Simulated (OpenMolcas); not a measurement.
**Mo+: effect of the IPEA shift**

* Program: OpenMolcas
* Basis: ANO-RCC-VTZP [7s6p4d2f1g]
* Scalar Hamiltonian: DKH2, point nucleus
* Active space: 5 electrons in 5 orbitals (4d)
* State averaging: 2S+1 = 6 even, 1 root; 2S+1 = 4 even, 24 roots; 2S+1 = 2 even, 75 roots (67 in the spin-orbit step)
* Spin-orbit coupling: RASSI with atomic mean-field integrals over the reference wave functions, term energies averaged over their components

Methods on the same reference wave functions:
A. CASSCF
B. MS-CASPT2, IPEA 0 Eh, imaginary shift 0.1 Eh (closed shells correlated: 4s 4p)
C. MS-CASPT2, IPEA 0.25 Eh, imaginary shift 0.1 Eh (closed shells correlated: 4s 4p)

Energies in cm⁻¹ above 4d⁵ ⁶S_5/2, the measured ground level; measured values from NIST Handbook of Basic Atomic Spectroscopic Data.

```json
{"Level": "4d⁵ ⁶S_5/2", "A": "0.0", "B": "0.0", "C": "0.0", "Measured": "0.0"}
{"Level": "4d⁵ ⁴G_5/2", "A": "20735", "B": "16560", "C": "16970", "Measured": "15199"}
{"Level": "4d⁵ ⁴G_7/2", "A": "20804", "B": "16660", "C": "17050", "Measured": "15331"}
{"Level": "4d⁵ ⁴G_11/2", "A": "20822", "B": "16700", "C": "17080", "Measured": "15447"}
{"Level": "4d⁵ ⁴G_9/2", "A": "20845", "B": "16720", "C": "17100", "Measured": "15428"}
{"Level": "4d⁵ ⁴P_5/2 [65 %]", "A": "23674", "B": "17520", "C": "18360", "Measured": ""}
{"Level": "4d⁵ ⁴P_3/2 [68 %]", "A": "23848", "B": "17720", "C": "18550", "Measured": ""}
{"Level": "4d⁵ ⁴P_1/2", "A": "24077", "B": "18000", "C": "18870", "Measured": ""}
{"Level": "4d⁵ ⁴D_7/2", "A": "25642", "B": "19110", "C": "19710", "Measured": ""}
{"Level": "4d⁵ ⁴D_1/2", "A": "25878", "B": "19400", "C": "20040", "Measured": ""}
{"Level": "4d⁵ ⁴D_3/2 [68 %]", "A": "26053", "B": "19620", "C": "20310", "Measured": ""}
{"Level": "4d⁵ ⁴D_5/2 [67 %]", "A": "26076", "B": "19620", "C": "20330", "Measured": ""}
{"Level": "4d⁵ ²I_11/2", "A": "29625", "B": "24820", "C": "25350", "Measured": ""}
{"Level": "4d⁵ ²I_13/2", "A": "29788", "B": "25050", "C": "25560", "Measured": ""}
{"Level": "4d⁵ ²D_5/2(1) [58 %]", "A": "32750", "B": "24410", "C": "26260", "Measured": ""}
{"Level": "4d⁵ ²D_3/2(1) [71 %]", "A": "33449", "B": "25040", "C": "26780", "Measured": ""}
{"Level": "4d⁵ ⁴F_9/2", "A": "34443", "B": "26960", "C": "27660", "Measured": ""}
{"Level": "4d⁵ ⁴F_3/2 [71 %]", "A": "35098", "B": "27530", "C": "28350", "Measured": ""}
{"Level": "4d⁵ ²H_11/2", "A": "36753", "B": "30060", "C": "31070", "Measured": ""}
{"Level": "4d⁵ ²G_7/2(1)", "A": "37449", "B": "29150", "C": "30710", "Measured": ""}
{"Level": "4d⁵ ²F_5/2(2)", "A": "40130", "B": "30840", "C": "32340", "Measured": ""}
{"Level": "4d⁵ ²F_7/2(2)", "A": "40185", "B": "30640", "C": "32280", "Measured": ""}
{"Level": "4d⁵ ²S_1/2", "A": "44249", "B": "32700", "C": "35280", "Measured": ""}
{"Level": "4d⁵ ²D_3/2(2)", "A": "48912", "B": "37430", "C": "39450", "Measured": ""}
```

Deviations, from unrounded energies. A percentage is the sum of absolute deviations over the sum of measured energies, with the sign that they share, or ± where signs differ.

```json
{"Against measurement": "mean absolute deviation (cm-1)", "Levels": "4", "A": "5500", "B": "1300", "C": "1700"}
{"Against measurement": "other terms of the ground configuration (%)", "Levels": "4", "A": "+35.5", "B": "+8.5", "C": "+11.1"}
```

B lies closest to measurement on these levels and A furthest from it. The largest miss of B in the table is 4d⁵ ⁴G_5/2, by +1400 cm-1. The ranking rests on the paired levels alone, and a cruder setting can come out closer through cancelling errors.

Between B and C the level of the table that moves most is 4d⁵ ²S_1/2, by 2600 cm-1 (lowest in B, highest in C). Moves below CASPT2's spread within the term are not significant.

The mean deviations of B to C differ by less than CASPT2's widest spread within a term (1200 cm-1), so their order carries little weight.

From A to B the spin-free energies of the other terms of 4d⁵ shown, above ⁶S, scale by factors of 0.74 to 0.84, as is usual when dynamic correlation screens the repulsion within a d or f shell.

The lowest spin-free term lies below A's lowest term by 0.384 hartree in B, 0.367 hartree in C.

CASPT2 breaks the degeneracy within a term, and the mean is taken; among the terms shown or strongly mixed into the levels shown the widest spread is 1200 cm-1 (4d⁵ ²F(2), C). Some high roots are left out of the spin-orbit mixing, which shifts the levels that they would mix with. Configurations with an s electron lie low at this charge and mix in, so terms can be misplaced. Without dynamic correlation excited terms often stand tens of per cent too high (terms of higher spin than the ground term too low), and those without a measured partner can miss by more than the paired ones (holds for A). The CASPT2 spread within a term exceeds the gap to the next term for 4d⁵ ⁴F and 4d⁵ ²F(1), 4d⁵ ²G(1) and 4d⁵ ²H, so the order of their levels is uncertain, and so are names and mixing where such terms share a J (holds for C). Measured partners are found by configuration, term and J. A level has none where our copy of the source lacks it or the pairing is in doubt (some pairs that miss far off the trend of their configuration count as doubtful), and it then counts in no deviation. Only configurations of the active space appear. The table leaves out levels that lie high or whose names do not pair safely across all columns.

A share in square brackets marks a mixed level and gives the weight of the term that names it, the lowest over the columns. A number in round brackets counts repeated terms of one configuration in the order of the reference energies.
